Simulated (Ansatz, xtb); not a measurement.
**Two isomers of C8H5Cl**

Structure X: `C#Cc1cccc(Cl)c1`, a singlet. Structure Y: `C#Cc1ccc(Cl)cc1`, a singlet. Both are isolated molecules in the gas phase, relaxed with PBE-D3(BJ)/def2-SVP.

Energies in hartree; the thermal terms are from GFN2-xTB frequencies at re-optimised GFN2-xTB minima (ideal gas, soft modes damped towards free rotors, one conformer each, 298.15 K, 1 atm) and include the zero-point energy:

```
                              X           Y
E, CCSD(T)/def2-SVP  −766.175985  −766.176288
    E, MP2/def2-SVP  −766.075472  −766.075868
  E, MP2/def2-TZVPP  −766.833853  −766.834207
  zero-point energy     0.096659     0.096651
       H(298 K) − E     0.105636     0.105643
       G(298 K) − E     0.063562     0.064263
```

Problem. Correct the CCSD(T) difference for the basis set by the MP2 change, then work out ΔE, ΔE₀, ΔH and ΔG for X → Y in kJ/mol (1 Eh = 2625.50 kJ/mol) and the equilibrium ratio [Y]/[X].

Solution. 1. Differences Y − X: CCSD(T) −0.000303, MP2 in the small set −0.000396, MP2 in the large set −0.000354 Eh.
2. ΔE = −0.000303 + (−0.000354 − (−0.000396)) = −0.000261 Eh = −0.69 kJ/mol.
3. ΔE₀ = ΔE + ΔZPE = −0.000261 + (−0.000008) Eh = −0.71 kJ/mol.
4. ΔH = ΔE + (+0.000007) Eh = −0.67 kJ/mol.
5. ΔG = ΔE + (+0.000701) Eh = +1.16 kJ/mol, so ΔS = (ΔH − ΔG)/T = −6.1 J/(mol K).
6. kT = 0.9442 mEh, so K = [Y]/[X] = exp(−ΔG/kT) = exp(−0.47) ≈ 0.63.

The two are too close for this level to say which is favoured. An error of 4 kJ/mol in ΔG would change K by a factor of 5. Mirror images and further conformers aren't counted.

As drawn, both hold the same kinds of bond in the same numbers.

Other levels gave ΔE = −0.3 (GFN2-xTB); −0.7 (HF/STO-3G, GFN2-xTB geometries); −1.6 (r2SCAN-D4/def2-SVP, GFN2-xTB geometries); −1.7 (PBE-D3(BJ)/def2-SVP); −1.2 (HF/def2-SVP); −1.0 (MP2/def2-SVP); −0.8 (CCSD(T)/def2-SVP) kJ/mol. The correlated steps freeze 13 core orbitals. Programs: Ansatz 0.2.0, xtb 6.7.1.
